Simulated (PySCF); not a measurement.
SMILES [OH+](C)C=O (charge +1) (CAM-B3LYP/def2-SVP optimised geometry):

```
9

C     -0.309    -1.495    -0.070
O      0.396    -0.198     0.000
C     -0.210     1.175     0.000
O      0.509     2.078     0.024
H     -1.379    -1.259    -0.039
H     -0.034    -1.973    -1.017
H     -0.009    -2.078     0.807
H      1.379    -0.198     0.000
H     -1.308     1.054    -0.024
```

Calculation: PySCF with CAM-B3LYP/def2-TZVP.

**Question.** What are the frontier orbital energies?

**Answer.** HOMO-2 -19.56 eV, HOMO-1 -17.87 eV, HOMO -17.18 eV, LUMO -5.60 eV, LUMO+1 -4.47 eV.

On the same geometry PySCF with PBE/def2-TZVP gives HOMO-2 -16.38 eV, HOMO-1 -14.76 eV, HOMO -14.10 eV, LUMO -8.11 eV, LUMO+1 -6.55 eV.

Meta-Löwdin charges at CAM-B3LYP/def2-TZVP: C1 -0.12, O2 -0.25, C3 0.46, O4 -0.21, H5 0.17, H6 0.18, H7 0.18, H8 0.42, H9 0.18.
